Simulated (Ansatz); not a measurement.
Ideal-gas functions of ClH4N3W, SMILES `[NH]=[W](=[NH])([NH2])[Cl]` at 400 K and 1 bar, from an Ansatz frequency run at PBE0-D4/def2-TZVP.

Molar mass 265.35 g/mol, point group Cs (symmetry number 1), electronic degeneracy 1, moments of inertia 145.176, 268.965, 275.403 u Å². Harmonic wavenumbers (cm⁻¹, unscaled): 153, 178, 228, 232, 279, 371, 391, 444, 502, 609, 635, 689, 712, 717, 989, 1035, 1550, 3588, 3657, 3660, 3690.

Use S(trans) = R[1.5 ln M + 2.5 ln T − 1.1517]; rotational temperatures θ = 24.2544 K / I; S(rot) = R[ln(√π/σ · √(T³/θAθBθC)) + 1.5]; for each mode x = 1.438777 ν̃/T, S = R[x/(eˣ − 1) − ln(1 − e⁻ˣ)] and H = RT x/(eˣ − 1); 1 cm⁻¹ = 0.0119627 kJ/mol; R = 8.31446 J/(mol·K).

Task: By hand: the entropy, in J/(mol·K).

Result: Translation 184.6. Rotation: θ = 0.1671, 0.0902, 0.0881 K, giving 119.5. Vibration, mode by mode: 13.38, 12.16, 10.19, 10.06, 8.63, 6.51, 6.13, 5.25, 4.45, 3.28, 3.05, 2.62, 2.45, 2.42, 1.11, 0.97, 0.21, 0.00, 0.00, 0.00, 0.00, in all 92.9. Electronic 0.0. Sum 397.0 J/(mol·K).

Task: By hand: H − E and G − E in kJ/mol, counted from the electronic energy.

Result: Zero-point energy ½ × 24309 × 0.0119627 = 145.4; thermal vibration 21.4; translation, rotation and pV give 4 RT = 13.3. H − E = 180.1 kJ/mol, and G − E = 180.1 − 400 × 397.0/1000 = 21.3 kJ/mol.

Vibration gives 23 % of the entropy. The sum counts one conformer and one mirror image; others add a mixing term.
